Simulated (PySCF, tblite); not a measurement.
C4H10OSi.
SMILES with atom numbers: `[OH:1][SiH:2]1[CH2:3][CH2:4][CH2:5][CH2:6]1` (hydrogens: H7 on O1; H8 on Si2; H9, H10 on C3; H11, H12 on C4; H13, H14 on C5; H15, H16 on C6)

Jobs on this species (16 atoms, 56 electrons) with PySCF (density fitting) and tblite. Hardware of each: one thread, Arm Neoverse V1 (aarch64) (shared host). Other jobs ran on the host; a repeat could differ by tens of per cent or more.

Task: Rank these jobs by wall time, shortest first.
A. PBE0-D3(BJ)/def2-SVP, grid level 1; geometry optimisation from a GFN2-xTB start shaken at random; 138 basis functions
B. B3LYP/def2-SVPD; 10 singlets by full TDDFT, 4 Tamm–Dancoff triplets, polarisability, ΔSCF ions, density and orbital grids written; 207 basis functions
C. BHandHLYP/aug-pcX-1 (pcseg-1 on H, def2-SVPD on Si); K-edge TDA, 28 lines; 239 basis functions
D. GFN2-xTB; L-BFGS relaxation

Result: D (0.68 s), C (23 s), A (38 s), B (95 s).

All jobs:

```
                                                             level and settings                                                                                                              work  basis functions  SCF cycles  wall time
                                                                       GFN2-xTB                                                                                                 L-BFGS relaxation                –           –     0.68 s
                                              PBE0/pcSseg-1, IEF-PCM chloroform                                                                                shieldings, ring-centre shieldings              159          12       16 s
                                                                  PBE0/pcSseg-1                shieldings, ring-centre shieldings, charges and field gradients, density and orbital grids written              159          12       22 s
                            BHandHLYP/aug-pcX-1 (pcseg-1 on H, def2-SVPD on Si)                                                                                              K-edge TDA, 28 lines              239          12       23 s
                                               B3LYP/def2-SVPD, IEF-PCM acetone                                                                          6 singlets by full TDDFT, polarisability              207          13       30 s
                                             PBE0-D3(BJ)/def2-SVP, grid level 1                                                      geometry optimisation from a GFN2-xTB start shaken at random              138          31       38 s
delta-SCF UKS SCAN, pcX-2 on the ionised atom, pcseg-1 elsewhere, spin-free X2C                                                                                     ΔSCF core ionisation, 5 holes              180          75       48 s
                                                             CAM-B3LYP/pcSseg-2                                                                                shieldings, ring-centre shieldings              363          12       92 s
                                                                B3LYP/def2-SVPD  10 singlets by full TDDFT, 4 Tamm–Dancoff triplets, polarisability, ΔSCF ions, density and orbital grids written              207          13       95 s
```

Task: What do all jobs in the table cost together?

Result: About 6.1 min; the longest takes about 26 % of that, and about 140 times as long as the shortest.
